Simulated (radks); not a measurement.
Initial-state core-level shifts of the krypton ion Kr+ when its valence configuration changes from [Ar] 3d10 4s2 4p5. Calculated with a radial shooting solver on a logarithmic mesh with Libxc functionals: Dirac Kohn-Sham, PBE, spin-unpolarised, spherical densities, finite nucleus; open shells are shared between the two j in proportion to 2j + 1; Fermi nuclear charge, rms radius 4.1884 fm. Shifts are changes of the shell-averaged eigenvalues in eV (positive: less bound); the change of the density at the nucleus, which sets a Mossbauer isomer shift, is in e/bohr^3, on a base of 4.942e+04.

valence	1s	2s	3s	3p	density at nucleus
3d9 4s2 4p6	-16.760	-18.603	-13.836	-13.626	+21.545
3d10 4s1.5 4p5.5	-0.799	-0.782	-0.786	-0.782	-22.041
3d10 4s1 4p6	-1.585	-1.551	-1.561	-1.552	-44.439
3d9.5 4s1.5 4p6	-9.050	-9.940	-7.648	-7.535	-12.574
3d9.5 4s2 4p5.5	-8.279	-9.182	-6.887	-6.780	+10.607
